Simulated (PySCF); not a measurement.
HP2, SMILES [PH+]#P, charge +1. Geometry optimised at TPSSh-D3(BJ)/def2-TZVPD. The isomer is the one that the SMILES or the coordinates give; other isomers of the formula were not compared.

Computed equilibrium geometry at TPSSh-D3(BJ)/def2-TZVPD (PySCF confirms it by a frequency run) as a Z-matrix, and its point group:
point group C∞v.
```
P
H 1 1.4153
P 1 1.8712 2 180.00
```
Charge +1, spin multiplicity 1.
